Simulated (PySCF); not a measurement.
Relaxation of triplet WCl₂

All numbers come from UB3LYP in PySCF with W def2-TZVP with ECP60, Cl def2-TZVP; scalar-relativistic core potentials, no spin–orbit coupling; density-fitted integrals. A (50,194) grid was used.

A hand-made bent start, of C2v symmetry, held to at least that symmetry:

```xyz
3
charge 0 multiplicity 3, angstrom
W     0.0000    0.0000   -0.3729
Cl    1.9332    0.0000    0.9807
Cl   -1.9332    0.0000    0.9807
```

Question: What does it relax to?

Answer: It ends at D∞h with W–Cl 2.227 Å (×2); Cl–W–Cl 180.0°. A frequency run shows a minimum.

Question: How much energy is released, and in how many steps?

Answer: 79.3 kJ/mol in 10 steps.

With open d or f shells other occupations or spin states may lie lower. With an element this heavy the missing spin–orbit coupling can shift these numbers.
